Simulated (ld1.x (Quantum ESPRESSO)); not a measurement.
# lanthanum (La): variants of one TM potential

Base potential:

lanthanum, norm-conserving Troullier–Martins (Kleinman–Bylander form), made with ld1.x (Quantum ESPRESSO) 7.5 (LDA (PZ), scalar-relativistic). Core [Xe], reference 4f1 5d0 6s2 6p0. Waves: 6s (bound): rc 3.40 bohr; 6p (bound, empty): rc 4.20 bohr; 4f (bound): rc 2.00 bohr; 5d (bound, empty): rc 2.55 bohr. Local part: the d channel. Core correction: none.

Cutoffs, loose and tight: the cutoffs (Ry, on a coarse ladder) from which the occupation-weighted sum of valence levels, in a spherical-Bessel basis at the reference potential, stays within 10 and 1 mRy of its value at 400 Ry. They do not see the model core or the augmentation charge, which bear on the density cutoff. Test errors are all-electron minus pseudo excitation energies from the reference, over the configurations 4f0 5d1 6s2 6p0; 4f0 5d1 6s1 6p0; 4f0 5d1 6s0 6p0; 4f0 5d2 6s0 6p0; 4f1 5d1 6s0 6p0; 4f0 5d1 6s1.5 6p0; 4f0 5d0 6s2 6p1 (two spin-polarised tests are not counted in the largest error). A dash means not determined; rows that change the core or the reference have their own tests. The largest error is taken over the tests solved by every variant that gives reliable tests at all: 4f0 5d1 6s0 6p0; 4f0 5d1 6s2 6p0; 4f0 5d2 6s0 6p0; 4f1 5d1 6s0 6p0.

A true bound ghost makes a file unfit for plane-wave use even where its test errors are small: the radial tests pick states by their node count and pass the ghost by. Where a test does run into it, the solver fails or the error is huge.

| change | outcome | cutoff, loose | cutoff, tight | bound ghosts | largest test error (meV) |
| --- | --- | --- | --- | --- | --- |
| base | generated | 90 Ry | 100 Ry | s, p | +1354 |
| all radii scaled by about 0.84 (s 2.84, p 3.52, d 2.14, f 1.68 bohr) | generated | 110 Ry | 140 Ry | s, p | +1153 |
| all radii scaled by about 0.88 (s 3.00, p 3.72, d 2.26, f 1.76 bohr) | generated | 100 Ry | 120 Ry | s, p | +1236 |
| all radii scaled by about 0.97 (s 3.30, p 4.06, d 2.46, f 1.94 bohr) | generated | 90 Ry | 100 Ry | s, p | +1329 |
| all radii scaled by about 1.10 (s 3.72, p 4.60, d 2.80, f 2.20 bohr) | generated | 70 Ry | 90 Ry | s, p | +1430 |
| all radii scaled by about 1.16 (s 3.94, p 4.86, d 2.94, f 2.32 bohr) | generated | 70 Ry | 80 Ry | s, p | +1461 |
| all radii scaled by about 1.26 (s 4.28, p 5.28, d 3.20, f 2.52 bohr) | generated | 55 Ry | 70 Ry | s, p | +1499 |
| all radii scaled by about 1.32 (s 4.48, p 5.52, d 3.36, f 2.64 bohr) | generated | 50 Ry | 60 Ry | s, p | +1503 |
| all radii scaled by about 1.40 (s 4.74, p 5.86, d 3.56, f 2.80 bohr) | generated | 45 Ry | 55 Ry | s | +1498 |

Task: What comes out with this change to the base: all radii scaled by about 0.78 (s 2.64, p 3.26, d 1.98, f 1.56 bohr)?

Result: outcome: failed: run_pseudo: Errors in PS-KS equation. Cause: the pseudo-atom solver did not find the valence states with the expected number of nodes, which is the usual sign of a ghost state.

Reading the sweep of the scale of all radii (base = 1) (base included, trends over the rows without a ghost): Bound ghosts are found at 0.84, 0.88, 0.97, 1, 1.1, 1.16, 1.26, 1.32, 1.4. Every judged row has one, so this setting neither creates nor removes them. The generation fails at 0.78.
